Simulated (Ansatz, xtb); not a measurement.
BFSiTe: where a starting geometry ends

The starting geometry of this gas-phase singlet has its atoms placed at random.

```json
{"atom": "B", "x (Å)": "1.3363", "y (Å)": "0.3575", "z (Å)": "-0.3935"}
{"atom": "F", "x (Å)": "-0.6405", "y (Å)": "-0.5546", "z (Å)": "1.6263"}
{"atom": "Si", "x (Å)": "0.8044", "y (Å)": "-1.2746", "z (Å)": "0.5830"}
{"atom": "Te", "x (Å)": "-0.3366", "y (Å)": "0.0575", "z (Å)": "-1.7787"}
```

Problem. One run relaxed it with r2SCAN-D4/def2-SVP. What is a likely outcome?

Solution. It ends as `F[Si]B=[Te]`. Distances that change by over a tenth: B1–Te4 (2.19 → 1.96 Å), Si3–Te4 (2.94 → 3.99 Å). Contacts that close: F2–Si3 (1.92 → 1.64 Å).

The energy falls by 1.60 eV over 12 steps:

| step | E − E(last) (eV) |
| --- | --- |
| 1 | 1.595 |
| 2 | 0.723 |
| 3 | 0.322 |
| 5 | 0.128 |
| 6 | 0.066 |
| 7 | 0.044 |
| 8 | 0.014 |
| 10 | 0.001 |
| 11 | 0.000 |
| 12 | 0.000 |

Final geometry (Å):

```
atom    x (Å)    y (Å)    z (Å)
   B   0.3679  -0.1615  -0.6415
   F  -0.3103  -0.7046   2.0489
  Si   0.9105  -1.1823   1.0564
  Te   0.1955   0.6341  -2.4267
```

From the same start GFN2-xTB reaches the same bonding as this run.

From so rough a start the end depends on the optimiser's path, so another program may land elsewhere. No frequencies were run, so the end isn't proven a minimum. Atoms past krypton carry core potentials, without spin–orbit terms. Run with Ansatz 0.2.0, 48 s on 1 thread of Intel(R) Xeon(R) Processor @ 2.50GHz (Skylake/Cascade Lake), on a shared host.
